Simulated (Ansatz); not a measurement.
Ansatz (an electronic-structure program) input (B3LYP-D3(BJ)/def2-TZVP):

Ansatz 0.2 input:
```yaml
crystal:
  periodic: [false, false, false]
  atoms:
    - {symbol: C, position_ang: [-2.17040851, 0.06427607, -0.14639857]}
    - {symbol: C, position_ang: [-1.07614581, 0.08127349, 0.59716402]}
    - {symbol: C, position_ang: [0.12335905, -0.80467037, 0.29270768]}
    - {symbol: C, position_ang: [1.22680525, 0.00047175, -0.17509925]}
    - {symbol: N, position_ang: [2.06692268, 0.67802069, -0.54145599]}
    - {symbol: H, position_ang: [-3.02237308, 0.67771360, 0.11468403]}
    - {symbol: H, position_ang: [-2.27039896, -0.56509096, -1.02265473]}
    - {symbol: H, position_ang: [-0.98700208, 0.70756401, 1.47582907]}
    - {symbol: H, position_ang: [-0.09480565, -1.53563734, -0.49271734]}
    - {symbol: H, position_ang: [0.47493293, -1.35447513, 1.17396353]}
    - {symbol: H, position_ang: [2.80952824, 1.27567544, -0.86915573]}
basis:
  gaussian:
    orbitals: def2-TZVP
hamiltonian:
  xc: b3lyp
  dispersion: d3bj
total_charge: 1
phonons: {temperatures: {t_min: 298.15, t_max: 298.15, t_step: 100}}
```

Output:

```
Functional definition: B3LYP
integrals: 0.09 GiB planned
1139 factors; their error is unknown
mean field: 0.90 GiB planned
mean field evaluation 1: about -5714.4865 eV, gradient 8.2e1 eV
mean field evaluation 2: about -5709.6441 eV, gradient 9.0e1 eV
mean field evaluation 4: about -5729.0381 eV, gradient 8.6e0 eV
mean field evaluation 8: about -5729.1913 eV, gradient 2.6e-1 eV
mean field evaluation 16: about -5729.1760 eV, gradient 3.9e-4 eV
mean field -5729.17604100 eV, -210.5433361316 hartree, gradient 3.4e-5 eV, S^2 0.000000; 0 other end points of the search recorded, 0 dependent functions left out
the calculation of the forces begins
reference -5729.17628776 eV, -210.5433452001 hartree; 18, 18 occupied and 173, 173 virtual orbitals, 1139 factors
these checks for a lower state are left out or cut short: stability, starts, cluster_reference, orbital_swaps, neighbouring_geometries, increment
integrals: 0.09 GiB planned
1139 factors; their error is unknown
mean field: 0.90 GiB planned
mean field -5729.17575648 eV, -210.5433256758 hartree, gradient 2.5e-6 eV, S^2 0.000000; 0 other end points of the search recorded, 0 dependent functions left out
the calculation of the forces begins
reference -5729.17600319 eV, -210.5433347424 hartree; 18, 18 occupied and 173, 173 virtual orbitals, 1139 factors
these checks for a lower state are left out or cut short: stability, starts, cluster_reference, orbital_swaps, neighbouring_geometries, increment
integrals: 0.09 GiB planned
1139 factors; their error is unknown
mean field: 0.90 GiB planned
mean field evaluation 32: about -5729.1759 eV, gradient 2.4e-6 eV
mean field -5729.17588425 eV, -210.5433303713 hartree, gradient 2.5e-6 eV, S^2 0.000000; 0 other end points of the search recorded, 0 dependent functions left out
the calculation of the forces begins
reference -5729.17613107 eV, -210.5433394416 hartree; 18, 18 occupied and 173, 173 virtual orbitals, 1139 factors
these checks for a lower state are left out or cut short: stability, starts, cluster_reference, orbital_swaps, neighbouring_geometries, increment
integrals: 0.09 GiB planned
1139 factors; their error is unknown
mean field: 0.90 GiB planned
mean field -5729.17594260 eV, -210.5433325156 hartree, gradient 2.5e-6 eV, S^2 0.000000; 0 other end points of the search recorded, 0 dependent functions left out
the calculation of the forces begins
reference -5729.17618935 eV, -210.5433415836 hartree; 18, 18 occupied and 173, 173 virtual orbitals, 1139 factors
these checks for a lower state are left out or cut short: stability, starts, cluster_reference, orbital_swaps, neighbouring_geometries, increment
integrals: 0.09 GiB planned
1139 factors; their error is unknown
mean field: 0.90 GiB planned
mean field -5729.17591940 eV, -210.5433316631 hartree, gradient 2.5e-6 eV, S^2 0.000000; 0 other end points of the search recorded, 0 dependent functions left out
the calculation of the forces begins
reference -5729.17616618 eV, -210.5433407320 hartree; 18, 18 occupied and 173, 173 virtual orbitals, 1139 factors
these checks for a lower state are left out or cut short: stability, starts, cluster_reference, orbital_swaps, neighbouring_geometries, increment
integrals: 0.09 GiB planned
1139 factors; their error is unknown
mean field: 0.90 GiB planned
mean field -5729.17587005 eV, -210.5433298494 hartree, gradient 2.5e-6 eV, S^2 0.000000; 0 other end points of the search recorded, 0 dependent functions left out
the calculation of the forces begins
reference -5729.17611680 eV, -210.5433389173 hartree; 18, 18 occupied and 173, 173 virtual orbitals, 1139 factors
these checks for a lower state are left out or cut short: stability, starts, cluster_reference, orbital_swaps, neighbouring_geometries, increment
integrals: 0.09 GiB planned
[...]
mean field: 0.90 GiB planned
mean field evaluation 384: about -5729.1891 eV, gradient 5.7e-1 eV
mean field -5729.17597878 eV, -210.5433338453 hartree, gradient 2.5e-6 eV, S^2 0.000000; 0 other end points of the search recorded, 0 dependent functions left out
the calculation of the forces begins
reference -5729.17622554 eV, -210.5433429136 hartree; 18, 18 occupied and 173, 173 virtual orbitals, 1139 factors
these checks for a lower state are left out or cut short: stability, starts, cluster_reference, orbital_swaps, neighbouring_geometries, increment
integrals: 0.09 GiB planned
1139 factors; their error is unknown
mean field: 0.90 GiB planned
mean field -5729.17598771 eV, -210.5433341733 hartree, gradient 2.5e-6 eV, S^2 0.000000; 0 other end points of the search recorded, 0 dependent functions left out
the calculation of the forces begins
reference -5729.17623448 eV, -210.5433432419 hartree; 18, 18 occupied and 173, 173 virtual orbitals, 1139 factors
these checks for a lower state are left out or cut short: stability, starts, cluster_reference, orbital_swaps, neighbouring_geometries, increment
integrals: 0.09 GiB planned
1139 factors; their error is unknown
mean field: 0.90 GiB planned
mean field -5729.17602722 eV, -210.5433356254 hartree, gradient 2.5e-6 eV, S^2 0.000000; 0 other end points of the search recorded, 0 dependent functions left out
the calculation of the forces begins
reference -5729.17627400 eV, -210.5433446942 hartree; 18, 18 occupied and 173, 173 virtual orbitals, 1139 factors
these checks for a lower state are left out or cut short: stability, starts, cluster_reference, orbital_swaps, neighbouring_geometries, increment
integrals: 0.09 GiB planned
1139 factors; their error is unknown
mean field: 0.90 GiB planned
mean field -5729.17600794 eV, -210.5433349168 hartree, gradient 2.5e-6 eV, S^2 0.000000; 0 other end points of the search recorded, 0 dependent functions left out
the calculation of the forces begins
reference -5729.17625469 eV, -210.5433439849 hartree; 18, 18 occupied and 173, 173 virtual orbitals, 1139 factors
these checks for a lower state are left out or cut short: stability, starts, cluster_reference, orbital_swaps, neighbouring_geometries, increment
integrals: 0.09 GiB planned
1139 factors; their error is unknown
mean field: 0.90 GiB planned
mean field evaluation 416: about -5729.1760 eV, gradient 7.6e-3 eV
mean field -5729.17598434 eV, -210.5433340495 hartree, gradient 2.5e-6 eV, S^2 0.000000; 0 other end points of the search recorded, 0 dependent functions left out
the calculation of the forces begins
reference -5729.17623111 eV, -210.5433431181 hartree; 18, 18 occupied and 173, 173 virtual orbitals, 1139 factors
these checks for a lower state are left out or cut short: stability, starts, cluster_reference, orbital_swaps, neighbouring_geometries, increment
integrals: 0.09 GiB planned
1139 factors; their error is unknown
mean field: 0.90 GiB planned
mean field -5729.17602727 eV, -210.5433356273 hartree, gradient 2.5e-6 eV, S^2 0.000000; 0 other end points of the search recorded, 0 dependent functions left out
the calculation of the forces begins
reference -5729.17627403 eV, -210.5433446955 hartree; 18, 18 occupied and 173, 173 virtual orbitals, 1139 factors
these checks for a lower state are left out or cut short: stability, starts, cluster_reference, orbital_swaps, neighbouring_geometries, increment
integrals: 0.09 GiB planned
1139 factors; their error is unknown
mean field: 0.90 GiB planned
mean field -5729.17598667 eV, -210.5433341353 hartree, gradient 2.5e-6 eV, S^2 0.000000; 0 other end points of the search recorded, 0 dependent functions left out
the calculation of the forces begins
reference -5729.17623344 eV, -210.5433432038 hartree; 18, 18 occupied and 173, 173 virtual orbitals, 1139 factors
these checks for a lower state are left out or cut short: stability, starts, cluster_reference, orbital_swaps, neighbouring_geometries, increment
integrals: 0.09 GiB planned
1139 factors; their error is unknown
mean field: 0.90 GiB planned
mean field -5729.17595512 eV, -210.5433329758 hartree, gradient 2.5e-6 eV, S^2 0.000000; 0 other end points of the search recorded, 0 dependent functions left out
the calculation of the forces begins
reference -5729.17620189 eV, -210.5433420442 hartree; 18, 18 occupied and 173, 173 virtual orbitals, 1139 factors
these checks for a lower state are left out or cut short: stability, starts, cluster_reference, orbital_swaps, neighbouring_geometries, increment
integrals: 0.09 GiB planned
1139 factors; their error is unknown
mean field: 0.90 GiB planned
mean field -5729.17597910 eV, -210.5433338568 hartree, gradient 2.5e-6 eV, S^2 0.000000; 0 other end points of the search recorded, 0 dependent functions left out
the calculation of the forces begins
reference -5729.17622590 eV, -210.5433429269 hartree; 18, 18 occupied and 173, 173 virtual orbitals, 1139 factors
these checks for a lower state are left out or cut short: stability, starts, cluster_reference, orbital_swaps, neighbouring_geometries, increment
integrals: 0.09 GiB planned
1139 factors; their error is unknown
mean field: 0.90 GiB planned
mean field evaluation 448: about -5729.1896 eV, gradient 3.5e-4 eV
mean field -5729.17594506 eV, -210.5433326058 hartree, gradient 2.6e-6 eV, S^2 0.000000; 0 other end points of the search recorded, 0 dependent functions left out
the calculation of the forces begins
reference -5729.17619178 eV, -210.5433416727 hartree; 18, 18 occupied and 173, 173 virtual orbitals, 1139 factors
these checks for a lower state are left out or cut short: stability, starts, cluster_reference, orbital_swaps, neighbouring_geometries, increment
integrals: 0.09 GiB planned
1139 factors; their error is unknown
mean field: 0.90 GiB planned
mean field -5729.17600015 eV, -210.5433346306 hartree, gradient 2.5e-6 eV, S^2 0.000000; 0 other end points of the search recorded, 0 dependent functions left out
the calculation of the forces begins
reference -5729.17624695 eV, -210.5433437004 hartree; 18, 18 occupied and 173, 173 virtual orbitals, 1139 factors
these checks for a lower state are left out or cut short: stability, starts, cluster_reference, orbital_swaps, neighbouring_geometries, increment
integrals: 0.09 GiB planned
1139 factors; their error is unknown
mean field: 0.90 GiB planned
mean field -5729.17597760 eV, -210.5433338018 hartree, gradient 2.5e-6 eV, S^2 0.000000; 0 other end points of the search recorded, 0 dependent functions left out
the calculation of the forces begins
reference -5729.17622433 eV, -210.5433428689 hartree; 18, 18 occupied and 173, 173 virtual orbitals, 1139 factors
these checks for a lower state are left out or cut short: stability, starts, cluster_reference, orbital_swaps, neighbouring_geometries, increment
integrals: 0.09 GiB planned
1139 factors; their error is unknown
mean field: 0.90 GiB planned
mean field -5729.17601583 eV, -210.5433352068 hartree, gradient 2.5e-6 eV, S^2 0.000000; 0 other end points of the search recorded, 0 dependent functions left out
the calculation of the forces begins
reference -5729.17626257 eV, -210.5433442743 hartree; 18, 18 occupied and 173, 173 virtual orbitals, 1139 factors
these checks for a lower state are left out or cut short: stability, starts, cluster_reference, orbital_swaps, neighbouring_geometries, increment
integrals: 0.09 GiB planned
1139 factors; their error is unknown
mean field: 0.90 GiB planned
mean field evaluation 480: about -5729.1760 eV, gradient 2.4e-6 eV
mean field -5729.17603032 eV, -210.5433357391 hartree, gradient 2.5e-6 eV, S^2 0.000000; 0 other end points of the search recorded, 0 dependent functions left out
the calculation of the forces begins
reference -5729.17627710 eV, -210.5433448084 hartree; 18, 18 occupied and 173, 173 virtual orbitals, 1139 factors
Total energy: -5729.52467886 eV, -210.5561483367 hartree
Atom 0 at    -2.170409     0.064276    -0.146399 Å, force     0.000815     0.000367     0.000563 eV/Å
Atom 1 at    -1.076146     0.081273     0.597164 Å, force    -0.000736     0.000405    -0.001024 eV/Å
Atom 2 at     0.123359    -0.804670     0.292708 Å, force     0.001259    -0.000524    -0.000808 eV/Å
Atom 3 at     1.226805     0.000472    -0.175099 Å, force     0.000397     0.000799     0.000241 eV/Å
Atom 4 at     2.066923     0.678021    -0.541456 Å, force    -0.000990    -0.000914     0.000525 eV/Å
Atom 5 at    -3.022373     0.677714     0.114684 Å, force     0.000050     0.000147     0.000014 eV/Å
Atom 6 at    -2.270399    -0.565091    -1.022655 Å, force     0.000057    -0.000464     0.000118 eV/Å
Atom 7 at    -0.987002     0.707564     1.475829 Å, force    -0.000301    -0.000249     0.000368 eV/Å
Atom 8 at    -0.094806    -1.535637    -0.492717 Å, force    -0.000596    -0.000001     0.000395 eV/Å
Atom 9 at     0.474933    -1.354475     1.173964 Å, force    -0.000230     0.000080    -0.000093 eV/Å
Atom 10 at     2.809528     1.275675    -0.869156 Å, force     0.000274     0.000352    -0.000299 eV/Å
Dipole moment:     0.891319     0.116686    -0.206321 e Å
Vibrations: 77.02 195.09 385.93 410.89 517.19 550.34 568.49 651.24 878.12 907.14 923.86 1010.00 1023.30 1108.73 1228.76 1282.57 1333.22 1418.52 1453.95 1697.30 2358.37 3024.73 3072.03 3151.55 3187.22 3241.45 3681.63 cm⁻¹, zero-point energy 2.438685 eV
```

It need not be the lowest isomer of its formula.
